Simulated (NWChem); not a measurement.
SnNH4Br; SMILES [NH2][SnH2][Br]

```xyz
7

Sn     0.3014     0.8053     0.0000
N     -1.4334     1.8536     0.0000
Br    -0.0935    -1.6838     0.0000
H      1.1298     1.1567    -1.4488
H      1.1298     1.1567     1.4488
H     -2.0118     1.6885     0.8219
H     -2.0118     1.6885    -0.8219
```
Atoms are numbered in this order, from 1.

Program: NWChem. Medium grid unless said otherwise, to which SCAN and Minnesota functionals are sensitive. Structure relaxed at the PBE0/def2-SVP level. def2 effective core potentials on Sn; no spin-orbit coupling.

**Question.** What does the run give for r2SCAN/def2-SVP? Quantities: highest occupied level (eV); orbital gap (eV); dipole (D).

**Answer.** 
```
Property                     Result
---------------------------  ------
highest occupied level (eV)   -6.43
orbital gap (eV)               5.05
dipole (D)                     1.89
```
